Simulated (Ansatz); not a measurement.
Saddle point of BH2ClF2, singlet (BHF₂ ([F][BH][F]) + HCl → BClF₂ ([F][B]([F])[Cl]) + H₂; bonds formed: B1–Cl6, H2–H5; bonds broken: B1–H2, H5–Cl6), PBE0-D4/def2-TZVP structure:

| atom | x (Å) | y (Å) | z (Å) |
| --- | --- | --- | --- |
| B1 | -0.2609 | 0.2221 | -0.2780 |
| H2 | 1.0384 | 0.4459 | -0.2293 |
| F3 | -0.6026 | -0.3684 | -1.4106 |
| F4 | -0.9417 | 1.2496 | 0.2004 |
| H5 | 0.8777 | -0.3052 | 0.4913 |
| Cl6 | -0.1109 | -1.2440 | 1.2262 |

Energies are electronic, without zero-point energy. Barriers and step energies count from the start structure reached by relaxing down the imaginary mode; all methods use the PBE0-D4 structures, on which another method's saddle can fall below an end. Computed with Ansatz 0.2.0 (basis: def2-TZVPP, with def2-QZVPP for the basis limit); correlated methods freeze the cores. B3LYP uses VWN-RPA correlation. Extrapolation: Hartree–Fock as exp(−7.88 √X), correlation as X^−2.97.

```json
{"method": "SPW92", "barrier (eV)": "0.513", "step energy (eV)": "-0.563"}
{"method": "PBE-D4", "barrier (eV)": "0.884", "step energy (eV)": "-0.557"}
{"method": "BLYP-D4", "barrier (eV)": "1.156", "step energy (eV)": "-0.516"}
{"method": "r2SCAN-D4", "barrier (eV)": "0.983", "step energy (eV)": "-0.594"}
{"method": "B97M-V", "barrier (eV)": "1.148", "step energy (eV)": "-0.580"}
{"method": "PBE0-D4", "barrier (eV)": "1.054", "step energy (eV)": "-0.530"}
{"method": "B3LYP-D4", "barrier (eV)": "1.264", "step energy (eV)": "-0.493"}
{"method": "r2SCAN0-D4", "barrier (eV)": "1.113", "step energy (eV)": "-0.560"}
{"method": "BHLYP-D4", "barrier (eV)": "1.473", "step energy (eV)": "-0.459"}
{"method": "CAM-B3LYP-D4", "barrier (eV)": "1.321", "step energy (eV)": "-0.467"}
{"method": "wB97X-V", "barrier (eV)": "1.306", "step energy (eV)": "-0.502"}
{"method": "wB97M-V", "barrier (eV)": "?", "step energy (eV)": "-0.518"}
{"method": "B2PLYP", "barrier (eV)": "1.334", "step energy (eV)": "-0.491"}
{"method": "PBE-QIDH", "barrier (eV)": "1.219", "step energy (eV)": "-0.526"}
{"method": "RPA on PBE", "barrier (eV)": "1.419", "step energy (eV)": "-0.453"}
{"method": "HF", "barrier (eV)": "?", "step energy (eV)": "-0.380"}
{"method": "MP2", "barrier (eV)": "?", "step energy (eV)": "-0.544"}
{"method": "CCSD", "barrier (eV)": "1.506", "step energy (eV)": "-0.448"}
{"method": "CCSD(T)", "barrier (eV)": "1.386", "step energy (eV)": "-0.485"}
```

Question: Fill in the withheld barriers. (To be estimated.)

Answer: Computed: HF 2.042; MP2 1.311; wB97M-V 1.268 eV. Each is the energy of the saddle less that of the start structure, by the same method.

For comparison, the barrier by CCSD(T) at an estimated basis limit (MP2 extrapolated from triple and quadruple zeta, plus CCSD(T) − MP2 in triple zeta) is 1.351 eV.

The T1 diagnostic stays at or below 0.013. The start structure is not quite a true minimum (one mode of 60i cm⁻¹). The end structure is not quite a true minimum (one mode of 66i cm⁻¹).

Labels in which every atom is bracketed show which atoms are joined, not bond orders.

For scale, one of the runs: CCSD(T)/def2-TZVPP, 163 basis functions, launched by `ansatz run in.yaml --threads 2 --pin off --events-out ev --progress --plain --max-ram 4352MiB`. Hardware: 2 CPU threads of an Arm Neoverse V1, shared host. Wall time 39 s; peak host memory 1.3 GiB.
